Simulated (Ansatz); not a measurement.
Geometry optimisation, Ansatz 0.2.0, RHF/def2-SVP.

Input file:

```yaml
crystal:
  periodic: [false, false, false]
  atoms:
    - { symbol: Zr, position_ang: [0.0, 0.0, 0.0] }
    - { symbol: "N", position_ang: [0.0, 0.0, 2.56] }
    - { symbol: H, position_ang: [-0.877, -0.2713, 3.09] }
    - { symbol: H, position_ang: [0.877, 0.2713, 3.09] }
    - { symbol: O, position_ang: [1.952, 0.0, -0.6893] }
    - { symbol: H, position_ang: [2.2684, -0.9521, -0.806] }
    - { symbol: Cl, position_ang: [-1.1869, 2.0563, -0.8392] }
    - { symbol: O, position_ang: [-0.975, -1.6891, -0.6893] }
    - { symbol: H, position_ang: [-1.4296, -2.1548, 0.0831] }
    - { symbol: Br, position_ang: [1.1246, 2.6154, 0.946] }
    - { symbol: H, position_ang: [0.549, 1.2767, 2.2892] }
basis:
  gaussian: { orbitals: def2-SVP }
hamiltonian:
  xc: hf
relax:
  f_tol: 0.15
  max_steps: 25
  restrain:
    - { distance: [0, 9], at: 2.7, k: 30.0 }
    - { distance: [10, 1], at: 1.06, k: 30.0 }
    - { distance: [0, 1], at: 3.41, k: 30.0 }
    - { distance: [10, 9], at: 2.75, k: 30.0 }
```

Run as:

```bash
$ ansatz run input.yaml --threads 4 --pin off --max-ram 5120MiB --backend cpu --events-out ev --progress --plain --runs-dir out
```

Problem. Where does it end, and by what steps?

Solution. The run converged. The restraints hold the end off the free minimum; the threshold counts their pulls, which the force column leaves out. Restrained pairs: Zr1–Br10 (3.00 → 2.68 Å), N2–H11 (1.42 → 1.03 Å), Zr1–N2 (2.56 → 3.40 Å), Br10–H11 (1.98 → 2.76 Å). After 18 steps the energy has fallen by 5.711 eV (the restraints' own energy left out); Cl7 moved furthest, 2.12 Å.

```tsv
step	energy less start (eV)	largest force component (eV/Å)	accepted
0	0.0000	3.887	yes
1	-0.7055	4.739	yes
2	-1.6276	4.147	yes
3	-2.9367	3.973	yes
4	-3.9887	2.947	yes
5	-4.6385	1.659	yes
6	-4.9535	1.196	yes
7	-5.1551	1.114	yes
8	-5.2964	1.120	yes
9	-5.3816	1.098	yes
10	-5.4381	1.073	yes
11	-5.4781	1.071	yes
12	-5.5174	1.064	yes
13	-5.6003	1.098	yes
14	-5.6364	1.221	yes
15	-5.6860	1.085	yes
16	-5.6978	1.043	yes
17	-5.7012	1.046	yes
18	-5.7109	1.059	yes
```

```xyz
11
Properties=species:S:1:pos:R:3
Zr -0.026 0.509 -0.454
N 0.527 -0.126 2.837
H -0.155 -0.590 3.412
H 1.438 -0.381 3.176
O 1.667 -0.334 -0.588
H 2.471 -0.811 -0.690
Cl -0.478 1.264 -2.676
O -1.453 -0.679 -0.068
H -2.092 -1.345 0.112
Br -0.014 2.758 0.998
H 0.416 0.887 2.975
```

Run time: 50 s on 4 threads of Arm Neoverse V1, with other jobs on the host, peak memory 0.47 GiB.
